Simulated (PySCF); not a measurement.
**Structure from 2D NMR**

Compound of formula C3H9F3OSi2. Correlations simulated from computed shifts and the bond graph:

HSQC (one-bond C–H):
```csv
δH,δC
3.88,73.4
3.66,62.8
```

COSY cross peaks (H two or three bonds apart, from the bond graph; peaks can be absent where the dihedral angle is near 90°):
```csv
δH,δH
4.02,3.66
```

HMBC (two and three bonds, from the bond graph):
```csv
δH,δC
4.02,62.8
3.88,"134.3, 62.8"
3.66,73.4
```

Carbons without hydrogens: δ 134.3.

Calculated, not measured (PySCF): GIAO PBE0/pcSseg-1 shieldings, geometry: GFN2-xTB. Gas phase, rapidly exchanging positions averaged, a single conformation, relativity neglected.

Referencing at the same level of theory: 1H (σref 31.72) and 13C (σref 186.93) vs TMS.

Exchangeable hydrogens are left out of these lists.

Question: Assemble the structure.

Answer: SMILES O(CC(F)(F)F)C([SiH3])[SiH3].

Numbering as in the mapped SMILES `[F:1][C:2]([F:3])([F:4])[CH2:5][O:6][CH:7]([SiH3:8])[SiH3:9]`; H(Xn) means a hydrogen on atom n.

- δC 134.3 is C2, a CF3 carbon.
- δC 73.4 is C5, an sp3 CH2 bonded to O (δH 3.88).
- δC 62.8 is C7, an sp3 CH bonded to O and 2 Si (δH 3.66).
- HMBC from δH 3.88 reaches the proton-free carbon C2.
- COSY links 4.02–3.66.

This is the structure that produced the data.

Shifts are as computed. Against solution values, carbons near 30 ppm lie about +3 ppm off and those near 130 ppm about +5 ppm. Of 1309 compounds with measured shifts, 239 miss one by over three times the rms of a fit or turn the order of signals round; such compounds aren't used in these exercises.
